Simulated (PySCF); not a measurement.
H5Si2 (SMILES [SiH2][SiH3]), doublet, at the geometry of the source list; PBE/6-31G** (PySCF).

PySCF was given this input:
```python
from pyscf import gto, scf, dft

mol = gto.M(
    atom='''
Si    1.296700   -0.125900    0.268400
Si   -0.952300    0.080300    0.018700
H     2.186800    0.952300   -0.183700
H     1.986000   -1.370600   -0.075600
H    -1.632300   -0.348100    1.250100
H    -1.298400    1.487400   -0.207600
H    -1.586600   -0.675400   -1.070200
''',
    basis='6-31g**',
    charge=0,
    spin=1,
    verbose=4,
)

mf = dft.UKS(mol)
mf.xc = 'pbe'
mf.init_guess = 'mod_huckel'
mf.kernel()
```

It wrote (shortened):

```
PySCF version 2.14.0

[INPUT] verbose = 4
[INPUT] num. atoms = 7
[INPUT] num. electrons = 33
[INPUT] charge = 0
[INPUT] spin (= nelec alpha-beta = 2S) = 1
[INPUT] symmetry False subgroup None
[INPUT] Mole.unit = angstrom
[INPUT] Symbol           X                Y                Z      unit          X                Y                Z       unit  Magmom
[INPUT]  1 Si     1.296700000000  -0.125900000000   0.268400000000 AA    2.450407865724  -0.237916519083   0.507202491833 Bohr   0.0
[INPUT]  2 Si    -0.952300000000   0.080300000000   0.018700000000 AA   -1.799586188423   0.151745007803   0.035337878529 Bohr   0.0
[INPUT]  3 H      2.186800000000   0.952300000000  -0.183700000000 AA    4.132453089199   1.799586188423  -0.347142689083 Bohr   0.0
[INPUT]  4 H      1.986000000000  -1.370600000000  -0.075600000000 AA    3.752996083386  -2.590058626329  -0.142863295017 Bohr   0.0
[INPUT]  5 H     -1.632300000000  -0.348100000000   1.250100000000 AA   -3.084599953128  -0.657813663961   2.362346628319 Bohr   0.0
[INPUT]  6 H     -1.298400000000   1.487400000000  -0.207600000000 AA   -2.453620400135   2.810778637678  -0.392307143460 Bohr   0.0
[INPUT]  7 H     -1.586600000000  -0.675400000000  -1.070200000000 AA   -2.998239469235  -1.276321024531  -2.022384898510 Bohr   0.0

nuclear repulsion = 84.190383745187
number of shells = 31
number of NR pGTOs = 137
number of NR cGTOs = 61
basis = 6-31g**
ecp = {}

******** <class 'pyscf.dft.uks.UKS'> ********
method = UKS
initial guess = mod_huckel
damping factor = 0
level_shift factor = 0
DIIS = <class 'pyscf.scf.diis.CDIIS'>
diis_start_cycle = 1
diis_space = 8
diis_damp = 0
SCF conv_tol = 1e-09
SCF conv_tol_grad = None
SCF max_cycles = 50
direct_scf = True
direct_scf_tol = 1e-13
number electrons alpha = 17  beta = 16
XC library pyscf.dft.libxc version 7.1.2
    S. Lehtola, C. Steigemann, M. J. T. Oliveira, and M. A. L. Marques,  SoftwareX 7, 1–5 (2018)
XC functionals = pbe
    J. P. Perdew, K. Burke, and M. Ernzerhof,  Phys. Rev. Lett. 77, 3865 (1996)
    J. P. Perdew, K. Burke, and M. Ernzerhof,  Phys. Rev. Lett. 78, 1396 (1997)
    J. P. Perdew, K. Burke, and M. Ernzerhof,  Phys. Rev. Lett. 77, 3865 (1996)
    J. P. Perdew, K. Burke, and M. Ernzerhof,  Phys. Rev. Lett. 78, 1396 (1997)
radial grids:
    Treutler-Ahlrichs [JCP 102, 346 (1995); DOI:10.1063/1.469408] (M4) radial grids

becke partition: Becke, JCP 88, 2547 (1988); DOI:10.1063/1.454033
pruning grids: <function nwchem_prune>
grids dens level: 3
symmetrized grids: False
atomic radii adjust function: <function treutler_atomic_radii_adjust>
small_rho_cutoff = 0
Set gradient conv threshold to 3.16228e-05
Initial guess from on-the-fly Huckel, doi:10.1021/acs.jctc.8b01089,
employing the updated GWH rule from doi:10.1021/ja00480a005.
Spherically averaged atomic HF for {'Si', 'H'}

******** <class 'pyscf.scf.atom_hf.AtomSphAverageRHF'> ********
method = AtomSphAverageRHF
initial guess = minao
damping factor = 0
level_shift factor = 0
DIIS = <class 'pyscf.scf.diis.CDIIS'>
diis_start_cycle = 1
diis_space = 8
diis_damp = 0
SCF conv_tol = 1e-09
SCF conv_tol_grad = None
SCF max_cycles = 50
direct_scf = True
direct_scf_tol = 1e-13
atom = Si
Set gradient conv threshold to 3.16228e-05
Initial guess from minao.
init E= -288.57530654396
cycle= 1 E= -288.605198930311  delta_E= -0.0299  |g|=    0  |ddm|= 0.447
cycle= 2 E= -288.606010821996  delta_E= -0.000812  |g|=    0  |ddm|= 0.109
cycle= 3 E= -288.606043248808  delta_E= -3.24e-05  |g|=    0  |ddm|= 0.0135
cycle= 4 E= -288.606044263014  delta_E= -1.01e-06  |g|=    0  |ddm|= 0.0057
cycle= 5 E= -288.606044263913  delta_E= -8.99e-10  |g|=    0  |ddm|= 0.000111
Extra cycle  E= -288.606044263913  delta_E= -1.71e-13  |g|=    0  |ddm|= 1.78e-06
Atomic HF for atom  Si  converged. SCF energy = -288.606044263913

******** 1 electron system ********
Atomic HF for atom  H  converged. SCF energy = -0.49823291072907

tot grids = 87400
init E= -581.064725874888
cycle= 1 E= -581.223015767326  delta_E= -0.158  |g|= 0.621  |ddm|= 2.07
cycle= 2 E= -581.153815827528  delta_E= 0.0692  |g|= 0.665  |ddm|= 2.16
cycle= 3 E= -581.57205335298  delta_E= -0.418  |g|= 0.0297  |ddm|= 1.32
cycle= 4 E= -581.572317064071  delta_E= -0.000264  |g|= 0.0263  |ddm|= 0.154
cycle= 5 E= -581.573072515486  delta_E= -0.000755  |g|= 0.00331  |ddm|= 0.0646
cycle= 6 E= -581.57308149358  delta_E= -8.98e-06  |g|= 0.000839  |ddm|= 0.00651
cycle= 7 E= -581.573082266654  delta_E= -7.73e-07  |g|= 0.000107  |ddm|= 0.00273
cycle= 8 E= -581.573082278689  delta_E= -1.2e-08  |g|= 7.19e-05  |ddm|= 0.000363
cycle= 9 E= -581.573082283891  delta_E= -5.2e-09  |g|= 1.02e-05  |ddm|= 0.000157
cycle= 10 E= -581.573082284002  delta_E= -1.11e-10  |g|= 2.3e-06  |ddm|= 2.46e-05
Extra cycle  E= -581.573082284006  delta_E= -3.75e-12  |g|= 1.82e-06  |ddm|= 7.92e-06
converged SCF energy = -581.573082284006  <S^2> = 0.75316329  2S+1 = 2.0031608
```
